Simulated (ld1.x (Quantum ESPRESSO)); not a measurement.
silicon, TM: configuration errors across variants

Si, norm-conserving Troullier–Martins (Kleinman–Bylander form), made with ld1.x (Quantum ESPRESSO) 7.5 (LDA (PZ), scalar-relativistic). Core [Ne], reference 3s2 3p2. Waves: 3s (bound): rc 1.85 bohr; 3p (bound): rc 2.40 bohr; 3d channel at 0.25 Ry: rc 2.60 bohr. Local part: all-electron potential smoothed inside 1.75 bohr (lloc = -2). Core correction: Bessel-smoothed model core inside 1.15 bohr.

All-electron excitation energies from the reference (eV): (1) 3s2 3p1 7.829; (2) 3s2 3p0 23.943; (3) 3s1 3p0 58.088; (4) 3s0 3p4 13.779; (5) 3s2 3p1.5 2.965; (6) 3s1 3p3 6.807; (7) 3s2 3p2.3 -0.957; (8) 3s2 3p2 spin -0.611; (9) 3s2 3p1 spin 7.624.

Spin tests fill each open shell by Hund’s rule, majority spin first.

1 further variants failed, have other tests or another functional or relativity, and are left out.

Errors AE − PS in meV (a dash: test not solved or not reliable):

```tsv
change	(1)	(2)	(3)	(4)	(5)	(6)	(7)	(8)	(9)	bound ghosts
base	+2.7	+19	+58	-3.6	+0.4	-0.8	+0.1	+4.5	+4.3	none
all radii but the core radius scaled by about 0.73 (s 1.36, p 1.76, d 1.90 bohr); local potential all-electron potential smoothed inside 1.28 bohr (lloc = -2)	+3.8	+27	+80	-8.0	+0.6	-1.7	+0.1	+5.0	+5.5	none
wave 3s (bound): rc 1.85 bohr becomes 3s (bound): rc 1.14 bohr	+3.0	+23	+70	-33	+0.4	-7.1	+0.1	+4.8	+4.7	none
wave 3p (bound): rc 2.40 bohr becomes 3p (bound): rc 3.48 bohr	+2.6	+17	+51	+0.4	+0.4	+0.1	+0.1	+3.1	+3.6	none
wave 3d channel at 0.25 Ry: rc 2.60 bohr becomes 3d channel at 0.25 Ry: rc 2.52 bohr	+2.7	+19	+58	-3.6	+0.4	-0.8	+0.1	+4.5	+4.3	none
local potential all-electron potential smoothed inside 1.40 bohr (lloc = -2)	+3.2	+22	+66	-3.1	+0.5	-0.7	+0.1	+4.5	+4.7	none
core correction Bessel-smoothed model core inside 1.44 bohr	+2.8	+20	+65	-2.5	+0.4	-0.6	+0.1	+6.5	+5.2	none
```

(1) Give the same row for: local potential the s channel.

Answers

(1) +2.7, +17, +50, -2.7, +0.4, -0.7, +0.1, +4.4, +4.2; bound ghosts: none.
